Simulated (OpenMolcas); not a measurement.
## Pd3+: moving or changing the point charges

Pd3+ among 6 point charges of -1 e arranged as a tetragonal octahedron (D4h), 1.8 Å from the ion, with the axial distance 1.746 Å.
```
   1.8000    0.0000    0.0000  -1.00
   0.0000    1.8000    0.0000  -1.00
  -1.8000    0.0000    0.0000  -1.00
   0.0000   -1.8000    0.0000  -1.00
   0.0000    0.0000    1.7460  -1.00
   0.0000    0.0000   -1.7460  -1.00
```

```json
{
  "Program": "OpenMolcas 26.06",
  "Method": "CASSCF",
  "Basis": "ANO-RCC-VDZP [6s5p3d1f]",
  "Scalar Hamiltonian": "DKH2, point nucleus",
  "Active space": "7 electrons in 5 orbitals (4d)",
  "State averaging": "2S+1 = 4 even, 10 roots; 2S+1 = 2 even, 40 roots",
  "Spin-orbit coupling": "RASSI with atomic mean-field integrals over the reference wave functions"
}
```

Runs around this geometry, states (labels of D4, the rotations of D4h). Energies in cm-1 above the lowest state or level, χT in cm3 K/mol.

```tsv
R (Å)	q (e)	Axial / equatorial distance	Ground state	First state of that spin	First gap with spin-orbit (degeneracies)	χT at 300 K	First state of another spin
1.8	-0.65	0.97	4E	4A2 206.3	693.4 (2, 2)	3.819	2B1 14323
1.7	-1	0.97	4E	4A2 452.5	850.6 (2, 2)	3.327	2B1 10552
1.8	-1	0.97	4E	4A2 374.5	813.6 (2, 2)	3.486	2B1 12291
1.88	-1	0.97	4E	4A2 322.4	768.0 (2, 2)	3.628	2B1 13337
1.8	-1	1.05	4A2	4E 536.7	730.6 (2, 2)	3.591	2A1 12923
```

Taking the first state of the same spin as R^-n, n = -ln(322.4 / 452.5) / ln(1.88 / 1.7) = 3.4 between the shortest and longest distance.

The ground state changes within this set.

Without dynamic correlation the repulsion within the d shell is too large (B by tens of per cent), so at a given field states of lower spin stand too high. This shell can be high or low spin here, a state of another spin lies low, and with metal d orbitals alone active their balance is uncertain, so the ground spin may be wrong. Point charges give a weaker field than real ligands, and real ions of this kind are as a rule low spin; the high spin found here belongs to the model. An orbital doublet at a regular site is open to a Jahn-Teller distortion, which this geometry leaves out (holds for R = 1.8, q = -0.65, ratio = 0.97; R = 1.7, q = -1, ratio = 0.97; R = 1.8, q = -1, ratio = 0.97; R = 1.88, q = -1, ratio = 0.97). Spin-orbit coupling mixes the spin-free states strongly: the lowest level takes only 48 % from its leading state, 4E, which lies 537 cm-1 above the lowest spin-free state (holds for R = 1.8, q = -1, ratio = 1.05). This is an electrostatic model: the charges have no orbitals. No measured value stands beside these numbers.
